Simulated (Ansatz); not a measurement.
Reaction (substitution at a C–Si bond): `C[SiH2]CCF` + HCl → `FCCCl` + `C[SiH3]`

Isolated molecules relaxed with PBE0-D4/def2-TZVP in Ansatz; ΔE leaves out vibrations. CCSD(T)/CBS adds triple-zeta CCSD(T) − MP2 to the extrapolated MP2 energy (def2 sets, frozen cores). This one scheme is used for every species. DFT in def2-TZVPP. B3LYP here is the variant with VWN-RPA as its local correlation; programs differ in this. Each species was taken in one conformer, which may not be the lowest.

CCSD(T)/CBS gives +13.9 kcal/mol.

(1) Another level gave +13.2 kcal/mol. Which?
A. HF/def2-TZVPP
B. B3LYP/def2-TZVPP
C. MP2/def2-TZVPP
D. B3LYP-D4/def2-TZVPP

Largest T1 diagnostic among the species: 0.010.

Answers

(1) D. B3LYP-D4 13.2, B3LYP 11.6, HF/def2-TZVPP 10.3, MP2/def2-TZVPP 14.5 kcal/mol.

In def2-TZVPP, CCSD(T) changes the Hartree–Fock value by +3.8 kcal/mol (the triples alone add +0.1 kcal/mol) and MP2 by +4.2 kcal/mol. The D4 term adds +1.7 kcal/mol with B3LYP and +1.0 kcal/mol with PBE0; it sums over pairs of atoms, weighted by their polarisabilities, and B3LYP, whose exchange is more repulsive, gets the larger term.

CCSD(T)/CBS has its own doubt, a few kJ/mol and more with outer-core shells, so smaller differences from it don't rank the levels.
